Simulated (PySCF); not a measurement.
C2H6GeN2.
Bonds: N1–C2 (triple), C2–C3, C3–Ge4, Ge4–N5. Hydrogens: H6, H7 on C3; H8, H9 on Ge4; H10, H11 on N5.

Method: PBE0-D3(BJ)/def2-SVP geometry optimisation, gas phase (PySCF 2.14.0).

Question: Give the optimised bond lengths and angles.

Answer: 
```
          bond  length (Å)   order
         N1≡C2       1.159  triple
         C2–C3       1.445  single
        C3–Ge4       1.980  single
        Ge4–N5       1.827  single
  C3–H6, C3–H7       1.101  single
        Ge4–H8       1.537  single
        Ge4–H9       1.546  single
N5–H10, N5–H11       1.017  single
```

Bonds in one row agree within 0.01 Å and their mean is given. Orders are formal, as drawn. A selection of angles:
```
     angle  degrees
  N1–C2–C3    176.4
 C2–C3–Ge4    109.5
  C2–C3–H6    109.8
 Ge4–C3–H6    108.4
 Ge4–C3–H7    110.3
  H6–C3–H7    108.5
 C3–Ge4–N5    104.3
 C3–Ge4–H8    109.6
 C3–Ge4–H9    107.5
 N5–Ge4–H8    108.2
 N5–Ge4–H9    116.4
 H8–Ge4–H9    110.6
Ge4–N5–H10    115.7
Ge4–N5–H11    114.3
H10–N5–H11    109.0
```

Dihedral angles: C2–C3–Ge4–N5 -54° (synclinal). The mirror-image conformer, all signs reversed, is as good.

Of the pairs four or more bonds apart, C2···H11 is among the closest relative to their van der Waals radii: 3.00 Å, 104 % of the sum of Bondi's values. Ge4 (germanium bonded to C, N and 2 H) is distorted tetrahedral (angles from 104.3° to 116.4°). N5 (nitrogen bonded to Ge and 2 H) is pyramidal (angles 115.7°, 114.3° and 109.0°, sum 339.0°, 0.32 Å off the plane of its three neighbours).

Point group: C1 (no symmetry element, even within 0.4 Å). PBE0-D3(BJ)/def2-SVP frequencies: not computed here. The numbers are those of one conformer (C2–C3–Ge4–N5 -54°, C3–Ge4–N5–H -170° and 63°).

The run took 45 s of wall time on Arm Neoverse V2, one thread (shared host), and the process peaked at 0.48 GiB of memory. This is the geometry optimisation.
